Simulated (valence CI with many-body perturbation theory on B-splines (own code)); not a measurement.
## Questions on Tb14+

Method: configuration interaction combined with many-body perturbation theory (CI+MBPT): five valence electrons over a frozen Dirac-Fock core [Kr] 4d10, a basis of 7 s, 7 p, 7 d, 7 f, 4 g, 2 h functions for each j, with the one-electron correlation potential Σ1, the two-electron term Σ2, the three-electron term Σ3, Breit, model QED; selected CI, second order for the rest, scaled by the run's own slope (own B-spline code, finite nucleus).

No measured levels were compared; by estimate terms of the open shell hold to a few per cent of their energy, and close levels can change places; configurations with another count of f electrons can be misplaced by thousands of cm⁻¹. Among the levels kept, up to 1200 cm⁻¹ of a level comes from second order outside the variational space, and about a tenth of that is noise between levels of different J, which matters for small intervals. The lowest computed level is not the ground level that NIST lists (6H°5/2, for many ions itself from theory).

Rates and lifetimes use the calculated energies. Strong lines usually hold to 10 to 20 %, long lifetimes can be off by a factor of two.

What is the ground level?

4f4 5s 6I_7/2, composition 95 % 4f4 5s 6I + 4 % 4f4 5s 4H, g = 0.451.

What is the ionisation energy?

289.13 eV; NIST lists 294 ± 15 eV (theoretical).

How is the term 6I of the ground level split?

J = 7/2 at 0.0, J = 9/2 at 2412, J = 11/2 at 5268, J = 13/2 at 8407, J = 15/2 at 11701, J = 17/2 at 15069 cm⁻¹.

Name the longest-lived excited levels whose lifetime is computed, and their main decay.

4f4 5s 6F_3/2 at 23163 cm⁻¹ lives 86.5 s, mostly by M1 to 4f4 5s 6F_1/2; 4f4 5s 6S_5/2 at 26785 cm⁻¹ lives 13.7 s, mostly by M1 to 4f4 5s 6F_3/2; 4f4 5s 6F_5/2 at 24241 cm⁻¹ lives 8.24 s, mostly by M1 to 4f4 5s 6F_3/2. The lifetime of 4f4 5s 6F_1/2 is too uncertain to give, and may be longer.

How well does LS coupling describe the low levels?

Among the lowest 20 levels the leading LS term, summed over configurations, holds 93 % on average. For single configurations the figures are 92 % in LS and 53 % in jj coupling. Terms mix most in the J = 13/2 level at 29422 cm⁻¹, where the leading one holds 84 %.

Where does the other parity begin?

At 4f3 5s2 4I°_9/2, 19938 cm⁻¹.
